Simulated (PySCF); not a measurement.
# Reading the logs of faulty runs: GeH5NO2

These are calculations, not measurements. The program is PySCF 2.14.0, an open-source quantum chemistry code, run on an isolated molecule that a program drew, which may never have been made. The molecule is GeH5NO2 (charge 0, singlet), drawn as the SMILES string `[NH2][GeH]([OH])[OH]`.

Each row is a Hartree-Fock (HF) and frozen-core CCSD(T) single point in the cc-pVDZ basis, meant for a local HF minimum. Run 1 is clean. Each other run has one planted mistake out of seven kinds, and not every kind appears here: one electron removed, one electron added, multiplicity raised by two, geometry at a saddle point, minimal basis STO-3G, one bond length entered in bohr, all coordinates scaled. The reference is restricted for singlets and unrestricted otherwise, and also for a bond in bohr. Adding or removing an electron swaps singlet and doublet. Electrons count all cores. HOMO and LUMO are orbital energies over both spins, the gradient is its largest component, and the lowest frequency (negative if imaginary) is given only where the gradient is small. Bond lengths are over the 8 bonds as drawn. T1 is the CCSD diagnostic: over 0.02 (restricted) or 0.045 (unrestricted) a single reference is doubtful. Germanium has the cc-pVDZ-PP basis, with a core potential (ECP10MDF) in place of its 10 inner electrons, and its 3s, 3p and 3d shells are frozen in CCSD(T).

Geometry of the clean run:
```xyz
9
GeH5NO2, angstrom
N     0.9903   -1.7421   -2.1899
Ge    0.8003   -1.7551   -0.3916
O     1.9964   -2.7195    0.5049
O     1.1532   -0.1210    0.1564
H     1.8859   -1.4340   -2.5258
H     0.7210   -2.5799   -2.6739
H    -0.6037   -2.2285   -0.0367
H     1.8169   -3.6451    0.5800
H     1.6642   -0.1025    0.9538
```

| run | electrons | basis functions | <S^2> | HOMO (eV) | LUMO (eV) | gradient (hartree/bohr) | lowest frequency (cm^-1) | mean bond (Å) | longest bond (Å) | T1 | HF (hartree) | CCSD(T) (hartree) | mistake |
|---|---|---|---|---|---|---|---|---|---|---|---|---|---|
| 1 | 60 | 90 | 0.000 | -11.26 | 4.42 | 3.9e-05 | 62 | 1.3465 | 1.808 | 0.0119 | -500.53082 | -501.21972 | no fault |
| 2 | 61 | 90 | 0.758 | 3.68 | 9.41 | 7.7e-02 | - | 1.3465 | 1.808 | 0.0441 | -500.38105 | -501.09264 | one electron added |
| 3 | 60 | 90 | 0.995 | -8.52 | 1.97 | 1.6e-02 | - | 1.5477 | 3.417 | 0.0160 | -500.42650 | -501.07955 | one bond length entered in bohr |
| 4 | 60 | 90 | 2.009 | -2.93 | -0.03 | 8.4e-02 | - | 1.3465 | 1.808 | 0.0226 | -500.29982 | -500.97116 | multiplicity raised by two |
| 5 | 60 | 90 | 0.000 | -11.03 | 3.08 | 7.5e-02 | - | 1.4718 | 1.976 | 0.0152 | -500.46126 | -501.17838 | ? |
| 6 | 59 | 90 | 0.761 | -17.89 | -6.78 | 1.3e-01 | - | 1.3465 | 1.808 | 0.0260 | -500.20738 | -500.86234 | ? |

**Which mistake was planted in run 5, and what did it cost?**

The mean and the longest bond both change by the same factor, 1.093, and the gradient is no longer small. So the mistake is: all coordinates scaled. Subtracting run 1 and multiplying by 627.51 kcal/mol a hartree, the energy moved by 43.6 kcal/mol in HF and 25.9 kcal/mol in CCSD(T).

**Which mistake was planted in run 6, and what did it cost?**

It counts 59 electrons, one fewer than the clean run, at the same geometry and basis. So the mistake is: one electron removed. Subtracting run 1 and multiplying by 627.51 kcal/mol a hartree, the energy moved by 203.0 kcal/mol in HF and 224.3 kcal/mol in CCSD(T).

Cautions from the logs. Run 2: the HOMO is above zero, so the electron isn't bound and the energy depends on the basis.
